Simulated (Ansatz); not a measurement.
```yaml
crystal:
  periodic: [false, false, false]
  atoms:
    - {symbol: F, position_ang: [9.829199, -0.195908, -0.643677]}
    - {symbol: C, position_ang: [9.084962, -0.910999, 0.234034]}
    - {symbol: F, position_ang: [9.543815, -0.617973, 1.476144]}
    - {symbol: F, position_ang: [9.331693, -2.222676, 0.014978]}
    - {symbol: C, position_ang: [7.617553, -0.590745, 0.102549]}
    - {symbol: C, position_ang: [7.187719, 0.692290, -0.270418]}
    - {symbol: C, position_ang: [5.817986, 0.954213, -0.328938]}
    - {symbol: C, position_ang: [4.900231, -0.074680, -0.009780]}
    - {symbol: C, position_ang: [3.433094, 0.131235, -0.044523]}
    - {symbol: C, position_ang: [2.822588, 1.367671, -0.338297]}
    - {symbol: C, position_ang: [1.431259, 1.468814, -0.351868]}
    - {symbol: C, position_ang: [0.648907, 0.325257, -0.068952]}
    - {symbol: C, position_ang: [-0.831613, 0.353194, -0.068150]}
    - {symbol: C, position_ang: [-1.595007, 1.510346, -0.325792]}
    - {symbol: C, position_ang: [-2.988710, 1.441997, -0.307860]}
    - {symbol: C, position_ang: [-3.617812, 0.206978, -0.032101]}
    - {symbol: C, position_ang: [-5.093175, 0.048794, 0.002136]}
    - {symbol: C, position_ang: [-5.658246, -1.195896, 0.349420]}
    - {symbol: C, position_ang: [-7.047686, -1.339372, 0.381642]}
    - {symbol: C, position_ang: [-7.833794, -0.221135, 0.060395]}
    - {symbol: C, position_ang: [-9.353113, -0.289037, 0.071829]}
    - {symbol: F, position_ang: [-9.788262, -1.521282, 0.437001]}
    - {symbol: F, position_ang: [-9.876431, 0.603474, 0.939253]}
    - {symbol: F, position_ang: [-9.863604, -0.021002, -1.149591]}
    - {symbol: N, position_ang: [-7.323072, 0.971377, -0.277576]}
    - {symbol: C, position_ang: [-5.994301, 1.096966, -0.304226]}
    - {symbol: N, position_ang: [-2.890859, -0.904869, 0.221658]}
    - {symbol: C, position_ang: [-1.561160, -0.831920, 0.203854]}
    - {symbol: N, position_ang: [1.230787, -0.862960, 0.215348]}
    - {symbol: C, position_ang: [2.559120, -0.951473, 0.226937]}
    - {symbol: N, position_ang: [5.326376, -1.310106, 0.338751]}
    - {symbol: C, position_ang: [6.635135, -1.557169, 0.390887]}
    - {symbol: H, position_ang: [7.921591, 1.472115, -0.521212]}
    - {symbol: H, position_ang: [5.469586, 1.952045, -0.628116]}
    - {symbol: H, position_ang: [3.424995, 2.261736, -0.555893]}
    - {symbol: H, position_ang: [0.961535, 2.434846, -0.582331]}
    - {symbol: H, position_ang: [-1.110722, 2.474332, -0.539330]}
    - {symbol: H, position_ang: [-3.578508, 2.347627, -0.503908]}
    - {symbol: H, position_ang: [-4.977140, -2.025958, 0.586018]}
    - {symbol: H, position_ang: [-7.518644, -2.294805, 0.649604]}
    - {symbol: H, position_ang: [-5.620339, 2.093426, -0.596881]}
    - {symbol: H, position_ang: [-0.994862, -1.753904, 0.415051]}
    - {symbol: H, position_ang: [3.002274, -1.933347, 0.461206]}
    - {symbol: H, position_ang: [6.936665, -2.581504, 0.670715]}
basis:
  gaussian: {orbitals: STO-3G}
magnetization: {spin_polarized: true, initial_magnetization: 0}
hamiltonian: {xc: {name: wB97X}}
scf: {omitted_lower_state_checks: [starts]}
```

```sh
$ ansatz run in.yaml --threads 2 --pin off --events-out ev --progress --plain --max-ram 32768MiB --backend cuda --devices 0, --max-vram 18GiB
```

Shortened log:

```
Functional definition: wB97X
  name "wB97X"
  cite "Chai & Head-Gordon, J. Chem. Phys. 128, 084106 (2008) doi:10.1063/1.2834918"
  cite "Becke, J. Chem. Phys. 107, 8554 (1997) doi:10.1063/1.475007"
  parameter omega = 0.3/bohr
  parameter cx = 0.157706
  parameter cx1 = 0.726479
  parameter cx2 = 1.04760
  parameter cx3 = -5.70635
  parameter cx4 = 13.2794
  parameter css1 = -4.33879
  parameter css2 = 18.2308
  parameter css3 = -31.7430
  parameter css4 = 17.2901
  parameter cos1 = 2.37031
  parameter cos2 = -11.3995
  parameter cos3 = 6.58405
  parameter cos4 = -3.78132
  # The coefficients of nought are those of the uniform gas.
  exchange = spin_sum(e_x_unif_sr(omega)*poly(b97_u_x, 1 - cx, cx1, cx2, cx3, cx4)) + cx*exact_x_sr(omega)
      + exact_x_lr(omega)
  correlation = spin_sum(e_c_pw_same_spin*poly(b97_u_same, 1, css1, css2, css3, css4))
      + integral(e_c_pw_opposite_spin*poly(b97_u_opposite, 1, cos1, cos2, cos3, cos4))
these checks for a lower state are left out or cut short: starts
2500 factors; integrals over basis functions are off by at most 4.5e-5 eV
749 factors; integrals over basis functions are off by at most 1.4e-6 eV
mean field evaluation 1: about -44654.2421 eV, gradient 4.7e1 eV
mean field evaluation 2: about -44661.9854 eV, gradient 3.6e1 eV
mean field evaluation 4: about -44668.3309 eV, gradient 2.0e0 eV
mean field evaluation 8: about -44667.9187 eV, gradient 1.7e-1 eV
mean field evaluation 16: about -44667.9192 eV, gradient 3.3e-4 eV
mean field -44667.91922521 eV, -1641.5157545232 hartree, gradient 1.4e-5 eV, S^2 0.000000; 0 other end points of the search recorded, 0 dependent functions left out
reference -44667.91918350 eV, -1641.5157529907 hartree; 113, 113 occupied and 59, 59 virtual orbitals, 2500 factors
Total energy: -44667.91918350 eV, -1641.5157529907 hartree
Checks for a lower state left out: starts
```

Run time 8 s (2 threads of AMD EPYC 7R13 on a shared host and a share (18 GiB) of an NVIDIA H100 80GB HBM3), peak host memory 1.4 GiB.
